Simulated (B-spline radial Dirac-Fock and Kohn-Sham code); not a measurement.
Z = 66 (dysprosium), transition energy 503 keV. Level of theory: a Dirac-Hartree-Slater potential of the neutral atom with a Latter tail (no hole, which puts coefficients of high multipoles low close above an edge), finite nucleus with surface currents; a radial finite-basis atomic code. Subshells that would emit electrons below 1 keV are left out.

Q: A pure transition shows α(K) = 0.00433, L1/L2 = 13.6 and L1/L3 = 13.2. What is its multipolarity?
A. M3
B. M1
C. E2
D. E3
E. M2
F. M4
G. E4
H. E1

A: H. For comparison, α(K), L1/L2, L1/L3 are E2 0.0120, 2.82, 5.16; E3 0.0308, 1.00, 2.65; E4 0.0770, 0.528, 1.65; M1 0.0248, 15.0, 96.2; M2 0.0769, 9.60, 32.3; M3 0.200, 6.53, 9.20; M4 0.509, 4.82, 4.03.

Values without a named source are computed, but for edge energies of neutral atoms, which are taken from tables.
